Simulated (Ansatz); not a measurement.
```yaml
crystal:
  periodic: [false, false, false]
  atoms:
    - {symbol: F, position_ang: [-0.522546, 0.450339, -2.275413]}
    - {symbol: C, position_ang: [-0.132342, 0.303721, -0.756745]}
    - {symbol: C, position_ang: [-0.822248, -0.652110, -0.331277]}
    - {symbol: C, position_ang: [-0.644586, -0.910512, 1.244074]}
    - {symbol: F, position_ang: [-0.155288, -2.335776, 1.165835]}
    - {symbol: F, position_ang: [-1.794316, -0.613989, 1.959524]}
    - {symbol: C, position_ang: [1.090133, 1.234714, -0.711308]}
    - {symbol: F, position_ang: [1.104828, 1.341613, 0.798687]}
    - {symbol: F, position_ang: [2.124055, 0.585429, -1.411296]}
    - {symbol: H, position_ang: [-1.598987, -1.368154, -0.614096]}
    - {symbol: H, position_ang: [0.476693, -0.381299, 1.800523]}
    - {symbol: H, position_ang: [0.539213, 2.176206, -1.118973]}
basis:
  gaussian: {orbitals: pcseg-2}
hamiltonian: {xc: {name: SPW92}}
relax: {f_tol: 0.001, max_steps: 1}
output: {forces: true}
```

```sh
$ ansatz run in.yaml --threads 2 --pin off --events-out ev --progress --plain --max-ram 32768MiB --backend cuda --devices 0, --max-vram 18GiB
```

Shortened log:

```
Functional definition: SPW92
1571 factors; their error is unknown
mean field evaluation 1: about -17651.6242 eV, gradient 6.2e1 eV
mean field evaluation 2: about -17640.1916 eV, gradient 8.8e1 eV
mean field evaluation 4: about -17659.3623 eV, gradient 1.1e1 eV
mean field evaluation 8: about -17659.5648 eV, gradient 9.2e-2 eV
mean field evaluation 16: about -17659.4690 eV, gradient 9.7e-3 eV
mean field -17659.46901424 eV, -648.9735162555 hartree, gradient 2.6e-5 eV, S^2 0.000000; 0 other end points of the search recorded, 0 dependent functions left out
reference -17659.46905416 eV, -648.9735177224 hartree; 36, 36 occupied and 276, 276 virtual orbitals, 1571 factors
relax step   1: F+E_penalty+E_count = -17659.46901424 eV  Δ(F+E_penalty+E_count) = +0.000e0 eV  max|allowed force component| = 7.355e0 eV/Å  Δτ_max = 0.0000 Å  (35 SCF iters, accepted)
Error: geometry relaxation did not converge after 1 steps: max|allowed force component| = 7.36e0 eV/Å (threshold 1.0e-3). Raise `relax.max_steps` over both its present limit and 1, loosen `relax.f_tol`, or start from a geometry closer to equilibrium. Where this run's directory can be resumed (`checkpoint.write`), a resume goes on for up to `relax.max_steps` more
```

Q: Something in this input is off. What?

A: The relaxation is allowed too few steps for its threshold. The calculation stopped without meeting its thresholds.
